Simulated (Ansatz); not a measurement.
Stepwise reaction of `[Cl][Ge][Cl]` with water, as a gas-phase model of exchange steps in deposition or etching. ΔE in kJ/mol; ΔG adds harmonic PBE0-D4 terms to CCSD(T)/CBS, at 1 bar.

Computed with Ansatz on PBE0-D4/def2-TZVP structures; ΔE is electronic, products minus reactants. CCSD(T)/CBS is the MP2 limit (def2-TZVPP, def2-QZVPP) plus CCSD(T) − MP2 in def2-TZVPP, frozen cores. This one scheme is used for every species. Functionals use def2-TZVPP. B3LYP here is the variant with VWN-RPA as its local correlation; programs differ in this. For Ge outer-core shells are correlated without core-valence functions, which leaves a few kJ/mol of doubt a bond. Scalar relativity is left out up to krypton. Each species was taken in one conformer, which may not be the lowest.

| step | reaction | PBE-D4 | B3LYP-D4 | ωB97M-V | CCSD(T)/CBS | ΔG(500 K) |
| --- | --- | --- | --- | --- | --- | --- |
| 1 | `[Cl][Ge][Cl]` + H₂O → `[OH][Ge][Cl]` + HCl | 29.2 | 27.9 | 23.6 | 26.7 | 22.1 |

Question: Give the row of step 2, `[OH][Ge][Cl]` + H₂O → `[OH][Ge][OH]` + HCl. (Best estimate.)

Answer: Ansatz gave: 
```json
{"step": "2", "reaction": "`[OH][Ge][Cl]` + H₂O → `[OH][Ge][OH]` + HCl", "PBE-D4": "51.8", "B3LYP-D4": "50.0", "ωB97M-V": "47.3", "CCSD(T)/CBS": "48.5", "ΔG(500 K)": "46.4"}
```

Question: By hand: ΔE of the 2 steps together at CCSD(T)/CBS.

Answer: (26.7) + (48.5) = 75.2 kJ/mol, or 37.6 kJ/mol a step.

In ΔE each step is higher than the one before. All are uphill at CCSD(T)/CBS. ΔG lies between 22.1 and 46.4 kJ/mol a step. PBE-D4 differs from CCSD(T)/CBS by 2.5 to 3.3 kJ/mol a step. Isolated molecules leave out the surface, adducts and barriers. Largest T1 diagnostic: 0.015.
